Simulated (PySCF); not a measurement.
# Spin states of MnF

Unrestricted PBE0; basis Mn def2-TZVPP, F def2-TZVPP; no relativity; PySCF 2.14. Outer shells of the fragments: Mn 3d5 4s2; F 2s2 2p5.

Followed along the bond (rough minima from three points):

| 2Ms+1 | unpaired | ⟨S²⟩ at the start | R at minimum (Å) | Te (eV) |
| --- | --- | --- | --- | --- |
| 7 | σ ↑↑, π ↑↑, δ ↑↑ | 12.00 | 1.83 | 0.00 |
| 5 | π ↑↑, δ ↑↑ | 6.76 | 1.79 | 0.63 |
| 3 | π ↑↑, δ ↑↓ | 3.10 | 1.73 | 2.79 |
| 1 | σ ↓, π ↑, δ ↑↓ | 1.97 | 1.77 | 3.52 |

Solutions found at the starting distance of 1.735 Å, counted from the lowest of them; the search is not exhaustive and high or unbound solutions are not listed, so other states can lie among these:

```json
{"2Ms+1": "7", "unpaired": "σ ↑↑, π ↑↑, δ ↑↑", "term": "⁷Σ⁺", "E (eV)": "0.00", "⟨S²⟩": "12.00", "⟨Lz²⟩": "0.00", "μ (D)": "-1.93"}
{"2Ms+1": "5", "unpaired": "π ↑↑, δ ↑↑", "term": "mixed", "E (eV)": "0.57", "⟨S²⟩": "6.76", "⟨Lz²⟩": "0.00", "μ (D)": "-2.71"}
{"2Ms+1": "5", "unpaired": "σ ↑, π ↑↑, δ ↑", "term": "⁵Δ", "E (eV)": "1.65", "⟨S²⟩": "6.01", "⟨Lz²⟩": "4.01", "μ (D)": "-4.67"}
{"2Ms+1": "5", "unpaired": "σ ↑, π ↑, δ ↑↑", "term": "⁵Π", "E (eV)": "1.83", "⟨S²⟩": "6.02", "⟨Lz²⟩": "1.02", "μ (D)": "-4.08"}
{"2Ms+1": "3", "unpaired": "π ↑↑, δ ↑↓", "term": "mixed", "E (eV)": "2.69", "⟨S²⟩": "3.10", "⟨Lz²⟩": "8.01", "μ (D)": "-4.04"}
{"2Ms+1": "3", "unpaired": "σ ↓, π ↑↑, δ ↑", "term": "mixed", "E (eV)": "2.71", "⟨S²⟩": "3.01", "⟨Lz²⟩": "4.01", "μ (D)": "-4.07"}
```

A term symbol is given only where ⟨S²⟩ and ⟨Lz²⟩ are close to those of a pure state; real π, δ and φ orbitals otherwise mix terms. A positive dipole means Mn(−)F(+).

Task: Compare the gap between the two lowest followed solutions at the starting distance with the gap between their minima.

Result: At PBE0 the second solution (Ms = 2 of mixed spin, unpaired electrons π ↑↑, δ ↑↑) lies +0.57 eV from the first (septet, unpaired electrons σ ↑↑, π ↑↑, δ ↑↑) at 1.735 Å and +0.63 eV at the minima; the two curves relax by different amounts, since their minima lie near 1.79 and 1.83 Å.

The state is the lowest single determinant that the PBE0 search found; with open d or f shells the true ground state can be another one.
